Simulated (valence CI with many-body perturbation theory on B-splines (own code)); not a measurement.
# Bi XIII: key properties

Level of theory: relativistic CI+MBPT: three valence electrons over a frozen Dirac-Fock core [Xe] 4f14, radial functions for each j: 7 s, 7 p, 8 d, 6 f, 4 g, 1 h, with the one-electron correlation potential Σ1, the two-electron term Σ2, the three-electron term Σ3, Breit, model QED; selected CI, second order for the rest, scaled by the run's own slope (own B-spline code, finite nucleus).

No measured spectrum was set against this ion. As an estimate, terms of the open shell hold to 2 to 4 % of their energy, and close levels can change places. Excitations out of the core, of the other parity, are not computed and may begin above about 53.5 eV (a cautious bound); beyond it only levels of the ground parity were kept, without lifetimes.

Levels are named by their leading jj configuration (3d3/2^4 stands for four electrons in 3d with j = 3/2), which in mixed levels can hold well under half, so a name can repeat and another be missing.

Rates and lifetimes use the calculated energies. Strong lines usually hold to 10 to 20 %, long lifetimes can be off by a factor of two.

Question: What is the ground level?

Answer: (5d3/2^3) J=3/2, composition 64 % 5d3 4F + 27 % 5d3 2D + 6 % 5d3 2P, g = 0.600.

Question: What is the ionisation energy?

Answer: 230.46 eV; NIST lists 229 ± 3 eV (theoretical).

Question: How well does LS coupling describe the low levels?

Answer: Among the lowest 20 levels the leading LS term, summed over configurations, holds 66 % on average. For single configurations the figures are 65 % in LS and 86 % in jj coupling. Terms mix most in the J = 3/2 level at 72183 cm⁻¹, where the leading one holds 42 %.

Question: Name the longest-lived excited levels whose lifetime is computed, and their main decay.

Answer: (5d3/2^2 5d5/2) J=9/2 at 38360 cm⁻¹ lives 3.24 s, mostly by M1 to (5d3/2^2 5d5/2) J=7/2; (5d3/2^2 5d5/2) J=7/2 at 35272 cm⁻¹ lives 30.5 ms, mostly by M1 to (5d3/2^2 5d5/2) J=5/2.
